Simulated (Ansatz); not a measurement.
`C/C(Cl)=C(\F)[SiH3]` + `[NH2][GaH][OH]` → `[NH2][GaH][O][SiH3]` + `C/C(Cl)=C/F`  (ligand exchange at the Si–C bond)

Program: Ansatz. Geometries: PBE0-D4/def2-TZVP. ΔE: electronic, gas phase. CCSD(T)/CBS is the MP2 limit (def2-TZVPP, def2-QZVPP) plus CCSD(T) − MP2 in def2-TZVPP, frozen cores. This one scheme is used for every species. Double bonds are as drawn, so ΔE can hold a change between cis and trans. Functionals use def2-TZVPP. B3LYP here is the variant with VWN-RPA as its local correlation; programs differ in this. For Ga outer-core shells are correlated without core-valence functions, which leaves a few kJ/mol of doubt a bond. Scalar relativity is left out up to krypton. One conformer a species, not always the lowest.

`C/C(Cl)=C(\F)[SiH3]`:

```xyz
12

C     0.503    1.795   -1.007
C     0.408    0.640   -0.082
Cl    1.511    0.641    1.252
C    -0.430   -0.392   -0.168
F    -1.298   -0.404   -1.209
Si   -0.541   -1.852    1.013
H     0.325    2.730   -0.470
H    -0.230    1.697   -1.807
H     1.503    1.852   -1.445
H    -1.623   -2.728    0.500
H     0.743   -2.594    1.040
H    -0.872   -1.385    2.382
```

`[NH2][GaH][OH]`:

Cartesian coordinates in Å:
```
N 0.171 1.199 0.028
Ga 0.443 -0.585 0.197
O -0.883 -1.679 -0.297
H -0.671 1.622 -0.324
H 0.859 1.887 0.280
H 1.748 -1.212 0.742
H -1.666 -1.233 -0.626
```

`[NH2][GaH][O][SiH3]`:

Z-matrix (Å, degrees):
```
Si
O 1 1.625
H 1 1.489 2 110.2
H 1 1.489 2 110.2 3 119.7
H 1 1.493 2 111.6 3 -120.1
Ga 2 1.786 1 139.8 3 120.1
N 6 1.801 2 112.1 1 179.6
H 6 1.548 2 121.1 1 -0.5
H 7 1.004 6 124.5 2 180.0
H 7 1.005 6 122.7 2 -0.0
```

`C/C(Cl)=C/F`:

Cartesian coordinates in Å:
```
C 0.871 -0.565 0.531
C -0.053 0.469 -0.001
Cl 0.333 2.106 0.372
C -1.125 0.187 -0.726
F -1.950 1.115 -1.200
H 0.537 -1.562 0.240
H 0.917 -0.516 1.622
H 1.884 -0.410 0.150
H -1.413 -0.824 -0.987
```

| level | ΔE (kJ/mol) |
| --- | --- |
| PBE-D4 | -92.3 |
| r2SCAN-D4 | -106.2 |
| B3LYP-D4 | -109.3 |
| ωB97X-V | -107.5 |
| B2PLYP | -113.6 |
| PBE | -94.8 |
| SCS-MP2/def2-TZVPP | -116.2 |
| CCSD/CBS(def2) | -112.5 |

(1) What does CCSD(T)/CBS give? (Best estimate.)

Largest T1 diagnostic among the species: 0.014.

Answers

(1) Ansatz gave: -107.4 kJ/mol. The listed levels differ from it by 15.1, 1.2, -1.9, -0.1, -6.2, 12.6, -8.8, -5.1 kJ/mol.

The D4 term adds +4.1 kJ/mol with B3LYP and +2.2 kJ/mol with PBE0; it sums over pairs of atoms, weighted by their polarisabilities, and B3LYP, whose exchange is more repulsive, gets the larger term. In def2-TZVPP, CCSD(T) changes the Hartree–Fock value by +29.0 kJ/mol (the triples alone add +5.1 kJ/mol) and MP2 by +28.4 kJ/mol.
